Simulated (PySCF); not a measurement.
Zr(OH)3(SH) (H₄O₃SZr), SMILES [SH][Zr]([OH])([OH])[OH], multiplicity 1. Atoms are numbered in the order given.

```xyz
9

Zr    -0.0113     0.3076     0.0000
O      0.9247     0.9213    -1.5670
H      1.3534     1.2624    -2.3532
O      0.9247     0.9213     1.5670
H      1.3534     1.2624     2.3532
O     -1.8660     0.8130     0.0000
H     -2.7387     1.2104     0.0000
S     -0.0433    -2.1886     0.0000
H      1.3109    -2.2673     0.0000
```

Geometry optimised at B3LYP-D3(BJ)/def2-SVP. The spin state was assumed, not searched. The structure was generated by enumeration; whether it is a known compound was not checked. The def2 effective core potentials stand for the cores of Zr; spin–orbit coupling is left out. One conformer was computed; it need not be the lowest.

Computed with TDDFT-PBE/def2-SVPD (PySCF).

Vertical excitations. Gas-phase values at a fixed geometry. State labels are in the subgroup Cs.

```json
[
 {"state": "S1", "symmetry": "A\"", "energy (eV)": "4.32", "λ (nm)": "287", "f": "0.000", "main pairs": "HOMO→LUMO 100 %"},
 {"state": "S2", "symmetry": "A\"", "energy (eV)": "4.80", "λ (nm)": "259", "f": "0.017", "main pairs": "HOMO→LUMO+2 100 %"},
 {"state": "S3", "symmetry": "A'", "energy (eV)": "4.96", "λ (nm)": "250", "f": "0.040", "main pairs": "HOMO→LUMO+1 85 %"},
 {"state": "S4", "symmetry": "A\"", "energy (eV)": "5.16", "λ (nm)": "240", "f": "0.000", "main pairs": "HOMO→LUMO+3 96 %"},
 {"state": "S5", "symmetry": "A\"", "energy (eV)": "5.30", "λ (nm)": "234", "f": "0.001", "main pairs": "HOMO→LUMO+4 95 %"},
 {"state": "S6", "symmetry": "A'", "energy (eV)": "5.31", "λ (nm)": "233", "f": "0.003", "main pairs": "HOMO→LUMO+5 97 %"},
 {"state": "S7", "symmetry": "A'", "energy (eV)": "5.45", "λ (nm)": "228", "f": "0.012", "main pairs": "HOMO−1→LUMO 90 %"},
 {"state": "S8", "symmetry": "A\"", "energy (eV)": "5.70", "λ (nm)": "217", "f": "0.004", "main pairs": "HOMO−1→LUMO+1 80 %, HOMO→LUMO+6 18 %"},
 {"state": "S9", "symmetry": "A\"", "energy (eV)": "5.76", "λ (nm)": "215", "f": "0.002", "main pairs": "HOMO→LUMO+6 79 %, HOMO−1→LUMO+1 18 %"},
 {"state": "S10", "symmetry": "A'", "energy (eV)": "5.77", "λ (nm)": "215", "f": "0.005", "main pairs": "HOMO−1→LUMO+2 100 %"},
 {"state": "T1", "symmetry": "A\"", "energy (eV)": "4.20", "λ (nm)": "295", "f": "0", "main pairs": "HOMO→LUMO 100 %"},
 {"state": "T2", "symmetry": "A'", "energy (eV)": "4.39", "λ (nm)": "282", "f": "0", "main pairs": "HOMO→LUMO+1 98 %"},
 {"state": "T3", "symmetry": "A\"", "energy (eV)": "4.70", "λ (nm)": "264", "f": "0", "main pairs": "HOMO→LUMO+2 99 %"},
 {"state": "T4", "symmetry": "A\"", "energy (eV)": "4.96", "λ (nm)": "250", "f": "0", "main pairs": "HOMO→LUMO+3 95 %"}
]
```
Triplets are in the Tamm–Dancoff approximation, which puts them higher than full response would, so one can lie above its singlet here.
